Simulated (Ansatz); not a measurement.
`CC[C](=O)[ZnH]` + `CC(F)S` → `C[CH](F)[ZnH]` + `CCC(=O)S`  (formal exchange of groups at a Zn–C bond)

Isolated molecules relaxed with PBE0-D4/def2-TZVP in Ansatz; ΔE leaves out vibrations. CBS: MP2 limit from def2 TZ/QZ plus the TZ coupled-cluster correction, frozen cores. DFT in def2-TZVPP. B3LYP here is the variant with VWN-RPA as its local correlation; programs differ in this. For Zn outer-core shells are correlated without core-valence functions, which leaves a few kJ/mol of doubt a bond. Scalar relativity is left out up to krypton. One conformer a species, not always the lowest.

| level | ΔE (kJ/mol) | difference from CCSD(T)/CBS |
| --- | --- | --- |
| PBE-D4 | -30.9 | -8.6 |
| r2SCAN-D4 | -33.1 | -10.8 |
| PBE0-D4 | -28.3 | -6.0 |
| B3LYP-D4 | -27.5 | -5.2 |
| ωB97X-V | -24.4 | -2.1 |
| ωB97M-V | -23.6 | -1.3 |
| B2PLYP | -27.2 | -4.9 |
| PBE | -31.3 | -9.0 |
| r2SCAN | -33.1 | -10.8 |
| PBE0 | -28.7 | -6.4 |
| B3LYP | -28.0 | -5.7 |
| HF/def2-TZVPP | -17.4 | 4.9 |
| MP2/def2-TZVPP | -27.6 | -5.3 |
| SCS-MP2/def2-TZVPP | -24.8 | -2.5 |
| CCSD/def2-TZVPP | -21.3 | 1.0 |
| CCSD(T)/def2-TZVPP | -22.6 | -0.3 |
| HF/def2-QZVPP | -16.6 | 5.7 |
| MP2/def2-QZVPP | -27.2 | -4.9 |
| SCS-MP2/def2-QZVPP | -24.3 | -2.0 |
| HF/CBS(def2) | -16.5 | 5.8 |
| MP2/CBS(def2) | -27.3 | -5.0 |
| CCSD/CBS(def2) | -21.0 | 1.3 |
| CCSD(T)/CBS | -22.3 | 0 |

Largest T1 diagnostic among the species: 0.016.

In def2-TZVPP, CCSD(T) changes the Hartree–Fock value by −5.2 kJ/mol (the triples alone add −1.3 kJ/mol) and MP2 by −10.2 kJ/mol.
